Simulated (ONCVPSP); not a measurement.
# palladium (Pd): one change to an ONCV potential, before and after

```json
{
 "Element": "palladium",
 "Generator": "ONCVPSP 4.0.1",
 "Type": "optimised norm-conserving Vanderbilt (ONCV)",
 "Functional": "PW91",
 "Relativity": "fully relativistic",
 "Frozen core": "[Ar] 3d10",
 "Valence charge": "18",
 "Reference configuration": "4s2 4p6 4d7 (charge +3)",
 "Partial waves": "4s: rc 1.60 bohr, ncon 3, nbas 7, qcut 7.8 1/bohr, 2 projectors, debl 3.1 Ha; 4p: rc 1.50 bohr, ncon 4, nbas 8, qcut 10.5 1/bohr, 2 projectors, debl 2.5 Ha; 4d: rc 1.95 bohr, ncon 5, nbas 10, qcut 8.5 1/bohr, 1 projector",
 "Local potential": "polynomial inside 1.15 bohr (lpopt 5, dvloc0 6 Ha)",
 "Core correction": "none"
}
```

Open shells are filled in proportion to 2j + 1.

In the s channel the program set the typed energies aside and used -4.634, 0.050 Ha. In the p channel the program set the typed energies aside and used -3.309, 0.250 Ha (j = l + 1/2; the other j can differ).

All-electron outer shells of the reference configuration (PW91, scalar-relativistic, ld1.x):

| shell | level (eV) | outermost node (bohr) | outermost maximum (bohr) |
| --- | --- | --- | --- |
| 4s | -126.16 | 0.45 | 0.85 |
| 4p | -91.53 | 0.46 | 0.90 |
| 4d | -41.72 | 0.45 | 1.06 |

Change: p: qcut 6.

Cutoffs: the cutoffs (Ha) at which the residual kinetic energy of the hardest occupied pseudo-wave falls to 1 and 0.1 mHa per electron; they do not see the model core or the augmentation charge, which bear on the density cutoff. Errors are all-electron minus pseudo energies relative to the spin-unpolarised reference configuration.

Question: How do hardness, ghosts and transferability respond?

Answer: The potential gets softer (30 Ha and 38 Ha → 26 Ha and 29 Ha); the errors of the 3 common tests hardly move; neither file shows a bound ghost. The waves are optimised to have the least kinetic energy above qcut, so the cutoff follows it (qcut²/2 in Ha).

| quantity | base | changed |
| --- | --- | --- |
| cutoff, loose | 30 Ha | 26 Ha |
| cutoff, tight | 38 Ha | 29 Ha |
| loose cutoff by channel | s 20 Ha, p 30 Ha, d 26 Ha | s 20 Ha, p 17 Ha, d 26 Ha |
| bound ghosts | none | none |
| GHOST(+) flags under 300 eV | none | none |
| tests with a reliable result | 3 of 4 | 3 of 4 |
| error for 4s2 4p6 4d9, meV [ΔE -55.33 eV] | +8.1 | +8.3 |
| error for 4s2 4p6 4d8, meV [ΔE -34.44 eV] | +4.8 | +5.0 |
| error for 4s2 4p6 4d9 5p1, meV [ΔE -59.24 eV] | +5.9 | +6.5 |
| s: phases at 1.63 bohr within 0.05 rad from the reference energy up to (Ha; the scan ends near 5) | to the end of the scan | to the end of the scan |
| p3/2: phases at 1.52 bohr within 0.05 rad from the reference energy up to (Ha; the scan ends near 5) | to the end of the scan | to the end of the scan |
| p1/2: phases at 1.52 bohr within 0.05 rad from the reference energy up to (Ha; the scan ends near 5) | to the end of the scan | to the end of the scan |
| d5/2: phases at 1.98 bohr within 0.05 rad from the reference energy up to (Ha; the scan ends near 5) | 0.5 | 0.5 |
| d3/2: phases at 1.98 bohr within 0.05 rad from the reference energy up to (Ha; the scan ends near 5) | 0.4 | 0.4 |
